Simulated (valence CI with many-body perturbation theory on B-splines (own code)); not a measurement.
**Hyperfine factors and g values of Bi¹¹⁺**

Computed by relativistic CI+MBPT: four valence electrons over a frozen Dirac-Fock core [Xe] 4f14, radial functions for each j: 7 s, 7 p, 8 d, 6 f, 4 g, 1 h, with the one-electron correlation potential Σ1 (screened to all orders), the two-electron term Σ2, the three-electron term Σ3, Breit, model QED; selected single and double excitations, second order for the rest, scaled by the run's own slope (own B-spline code, finite nucleus).

No measured levels were compared; by estimate terms of the open shell hold to 2 to 4 % of their energy, and close levels can change places. Excitations out of the core, of the other parity, are not computed and may begin above about 52.4 eV (a cautious bound); beyond it only levels of the ground parity were kept, without lifetimes.

A/g_I is the dipole constant over the nuclear g factor μ/I (μ in nuclear magnetons, uniformly magnetised nucleus), B/Q the quadrupole constant per barn. Both hold the static response of the core; the bare values leave it out. Large factors of s and p1/2 electrons are usually good to 5 to 10 %; those of open d and f shells near neutrality can be off by tens of per cent, and small factors of p3/2, d and f electrons come from cancelling terms and can be off by a factor of two or in sign, in half-filled shells by more. B is blank for J = 1/2, where it vanishes, and for nearly pure S terms. Energies count from the lowest level. Levels with J = 0 are left out.

Levels are named by their leading jj configuration (3d3/2^4 stands for four electrons in 3d with j = 3/2), which in mixed levels can hold well under half, so a name can repeat and another be missing. Letters in brackets count levels of one name in rising energy.

```
                     Level  E (cm⁻¹)      g  A/g_I (MHz)  A/g_I bare  B/Q (MHz/b)  B/Q bare
       (5d3/2^3 5d5/2) J=1     20921  1.499        -1750        -311         1240      1080
       (5d3/2^3 5d5/2) J=2     33044  1.389        -58.3        1290         1870      1620
       (5d3/2^3 5d5/2) J=4     37698  1.150         2240        2930         -793      -883
       (5d3/2^3 5d5/2) J=3     39014  1.304         1020        2210          691       509
 (5d3/2^2 5d5/2^2) J=4 [a]     58445  1.147         1890        2460        -1360     -1310
 (5d3/2^2 5d5/2^2) J=2 [a]     61966  1.018         1990        1890         2570      2340
 (5d3/2^2 5d5/2^2) J=3 [a]     62007  1.023         2460        2530          771       694
     (5d3/2^2 5d5/2^2) J=5     67473  1.081         2440        2810         2920      2540
     (5d3/2^2 5d5/2^2) J=1     69902  1.232         1800        2810         69.8      22.3
     (5d3/2^2 5d5/2^2) J=6     71893  1.096         2490        2960         3360      2910
 (5d3/2^2 5d5/2^2) J=4 [b]     76925  1.031         2970        3220        -1310     -1120
 (5d3/2^2 5d5/2^2) J=2 [b]     78029  1.137         2100        2670          890       767
 (5d3/2^2 5d5/2^2) J=3 [b]     78148  1.146         2320        3020         1240      1090
   (5d3/2 5d5/2^3) J=4 [a]     89510  1.210         1290        2040         1240      1120
 (5d3/2^2 5d5/2^2) J=2 [c]     92896  1.035         3450        3870        -66.5      -111
   (5d3/2 5d5/2^3) J=3 [a]     96311  1.120         1520        1840          469       499
       (5d3/2 5d5/2^3) J=5    102310  1.151         1850        2420        -2110     -1890
   (5d3/2 5d5/2^3) J=1 [a]    102600  0.807         4000        3300         1190      1010
 (5d3/2^2 5d5/2^2) J=4 [c]    103980  1.113         1890        2280         2290      2000
       (5d3/2 5d5/2^3) J=6    104560  1.069         2480        2800         4430      4000
 (5d3/2^2 5d5/2^2) J=2 [d]    108090  1.340          768        2070         -910      -800
   (5d3/2 5d5/2^3) J=2 [a]    115460  0.980         3240        3290         2600      2270
   (5d3/2 5d5/2^3) J=3 [b]    116070  1.087         2330        2690         2000      1900
   (5d3/2 5d5/2^3) J=3 [c]    132200  1.065         2670        3010         4320      3780
   (5d3/2 5d5/2^3) J=1 [b]    132530  1.460        -1070         404        -1820     -1570
   (5d3/2 5d5/2^3) J=4 [b]    134940  1.034         2710        2900         3360      3090
   (5d3/2 5d5/2^3) J=2 [b]    136620  1.085         2470        2860        -1460     -1250
             (5d5/2^4) J=4    141390  1.160         1640        2210        -2830     -2490
             (5d5/2^4) J=2    160350  1.010         2460        2450        -1470     -1360
          (5d3/2^3 6s) J=1    383040  0.189       -27200      -25900        -1480     -1330
          (5d3/2^3 6s) J=2    388120  1.038        33800       31200        -3010     -2720
(5d3/2^2 5d5/2 6s) J=3 [a]    407870  1.235        20400       19400        -1490     -1400
(5d3/2^2 5d5/2 6s) J=2 [a]    412190  1.088        -2760       -1950         -629      -614
(5d3/2^2 5d5/2 6s) J=4 [a]    418230  1.238        15100       14600          493       318
(5d3/2^2 5d5/2 6s) J=1 [a]    419240  1.878        16700       17100          702       580
```

**Question.** Take the isotope of mass number 209, with I = 9/2, μ = 4.092 μN, leaving out the quadrupole term. What is the hyperfine structure of (5d3/2^2 5d5/2^2) J=4 [a]?

**Answer.** From the table A = 1720 MHz. Shifts from the centre of gravity in MHz: F = 1/2: -37800, F = 3/2: -35300, F = 5/2: -31000, F = 7/2: -24900, F = 9/2: -17200, F = 11/2: -7740, F = 13/2: 3440, F = 15/2: 16300, F = 17/2: 31000.
